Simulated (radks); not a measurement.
The numbers below are computed, except where a source is named.
All-electron atom: Kr12+ in [Ar] 3d6 (the NIST ground configuration).

Code: a radial shooting solver on a logarithmic mesh with Libxc functionals. Model: Dirac Kohn-Sham, PBE, spin-unpolarised, spherical densities, finite nucleus; open shells fill j = l - 1/2 first; Fermi nuclear charge, rms radius 4.1884 fm.

Energy parts (hartree):
part                       energy
total                 -2728.99822
kinetic                2804.77852
electron-nucleus      -6310.43410
Hartree                 862.80310
exchange-correlation    -86.14574

Orbitals (lengths in bohr, moments of r in powers of bohr):
[
 {"orbital": "1s1/2", "occ.": "2", "eigenvalue (hartree)": "-532.1435", "<r^2>": "0.002319", "<1/r>": "36.76"},
 {"orbital": "2s1/2", "occ.": "2", "eigenvalue (hartree)": "-80.49324", "<r^2>": "0.03949", "<1/r>": "8.241"},
 {"orbital": "2p1/2", "occ.": "2", "eigenvalue (hartree)": "-73.92365", "<r^2>": "0.03026", "<1/r>": "8.205"},
 {"orbital": "2p3/2", "occ.": "4", "eigenvalue (hartree)": "-71.94130", "<r^2>": "0.03168", "<1/r>": "7.921"},
 {"orbital": "3s1/2", "occ.": "2", "eigenvalue (hartree)": "-20.46314", "<r^2>": "0.2923", "<1/r>": "2.857"},
 {"orbital": "3p1/2", "occ.": "2", "eigenvalue (hartree)": "-18.13310", "<r^2>": "0.2910", "<1/r>": "2.766"},
 {"orbital": "3p3/2", "occ.": "4", "eigenvalue (hartree)": "-17.79949", "<r^2>": "0.3006", "<1/r>": "2.700"},
 {"orbital": "3d3/2", "occ.": "4", "eigenvalue (hartree)": "-13.81590", "<r^2>": "0.2774", "<1/r>": "2.528"},
 {"orbital": "3d5/2", "occ.": "2", "eigenvalue (hartree)": "-13.75454", "<r^2>": "0.2801", "<1/r>": "2.512"},
 {"orbital": "4s1/2", "occ.": "0", "eigenvalue (hartree)": "-8.44457", "<r^2>": "1.389", "<1/r>": "1.257"},
 {"orbital": "4p1/2", "occ.": "0", "eigenvalue (hartree)": "-7.64451", "<r^2>": "1.496", "<1/r>": "1.201"},
 {"orbital": "4p3/2", "occ.": "0", "eigenvalue (hartree)": "-7.56083", "<r^2>": "1.529", "<1/r>": "1.183"}
]

The highest occupied level is 3d5/2 at -374.28 eV. For comparison, the ionisation energy in NIST's Atomic Spectra Database is 391 eV (theoretical). In exact Kohn-Sham theory the highest level is minus the ionisation energy, but local and semilocal functionals leave it too shallow, through self-interaction and a potential that decays too fast; potentials with the right tail come closer.

Beside tabulated values, note that spin-unpolarised runs miss the spin-polarisation part of the exchange energy of open shells.
